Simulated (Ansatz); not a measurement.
Mulliken charges of `[SiH3]BCBr` from ωB97M-V/def2-TZVPP in Ansatz (PBE0-D4/def2-TZVP geometry).

```tsv
atom	x (Å)	y (Å)	z (Å)	charge (e)
Si1	-1.499	0.167	-0.375	0.024
B2	0.507	0.234	-0.486	-0.160
C3	1.398	-0.616	0.466	-0.237
Br4	1.324	1.094	1.478	0.029
H5	-2.030	-0.659	-1.500	-0.042
H6	-1.964	-0.462	0.896	-0.044
H7	-2.126	1.513	-0.480	-0.034
H8	1.061	0.846	-1.351	0.108
H9	2.445	-0.797	0.237	0.178
H10	0.968	-1.370	1.118	0.178
```

Task: By hand: the dipole of these point charges (1 e Å = 4.8032 D).

Result: Σ q r = (0.556, -0.154, 0.136) e Å, of length 0.593 e Å = 2.85 D.

Task: How does the dipole of the full density compare? (Estimate.)

Result: Ansatz gave: (0.341, -0.211, 0.132) e Å, 2.03 D; the point charges give 1.40 times that, at 16° from its direction.

Point charges leave out the atoms' own dipoles, such as those of lone pairs, and Mulliken's split depends on the basis, so the two needn't agree.
